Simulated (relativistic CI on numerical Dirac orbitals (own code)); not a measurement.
Sm56+: sensitivity of the levels to the model

Base calculation: Dirac-Coulomb-Breit CI, orbitals from a KLI potential per configuration, model QED (radiative potential, 1s self-energy scaled to tabulated hydrogen-like ionisation energies), unscaled Slater integrals.

Configuration list (outside the closed core 1s2): 2s2 2p2, 2s 2p3, 2p4, 2p3 3s, 2p3 3p, 2p3 3d, 2s2 2p 3s, 2s2 2p 3p, 2s2 2p 3d, 2s 2p2 3s, 2s 2p2 3p, 2s 2p2 3d, 2s2 2p 4s, 2s2 2p 4p, 2s2 2p 4d, 2s2 2p 4f. Levels of other configurations are missing.

The lowest level and the first level of each name with at least 55 % of one term (blank where a level has no safe partner in the second run):

```tsv
Level	Base (eV)	Shift (eV)
2s2 2p2 3P_0	0.00	0.00
2s2 2p2 3P_1	625.64	+0.06
2s2 2p2 1D_2	643.01	+0.07
2s2 2p2 3P_2	1284.80	+0.06
2s2 2p2 1S_0	1333.93	-0.34
2s 2p3 3D°_3	1497.89	-0.04
2s 2p3 3P°_0	1544.47	-0.26
2s 2p3 1D°_2	1573.24	+0.38
2s 2p3 3P°_1	1576.42	-0.03
2p4 3P_2	1816.94	+0.18
2p4 1S_0	1869.85	+0.22
2p4 3P_1	2454.11	+0.04
2p4 1D_2	2472.12	+0.26
2p4 3P_0	3136.30	+0.14
2s2 2p 3s 3P°_0	6900.18	
2s2 2p 3s 3P°_1	6903.45	
2s2 2p 3p 3D_1	6968.63	
2s2 2p 3p 3P_0	7005.54	
2s 2p2 3s 3P_0	7137.62	
2s2 2p 3d 3F°_2	7226.15	
2s2 2p 3s 3P°_2	7557.91	
2s2 2p 3s 1P°_1	7565.25
```

At this charge energies of transitions that change n are usually good to better than 1 %, and those within a shell (Δn = 0) to a few per cent.

Task: One thing was changed in a second run, which moved the levels as shown. Which?
A. QED terms removed
B. only the first 3 configurations
C. Breit term removed
D. P86 correlation estimate

Result: B. Only the first 3 configurations. With fewer configurations the levels that remain lose their mixing partners.

LS names give the leading component of a level, which can be under half, so a name can repeat, a term be missing and a line seem to break the LS rules.
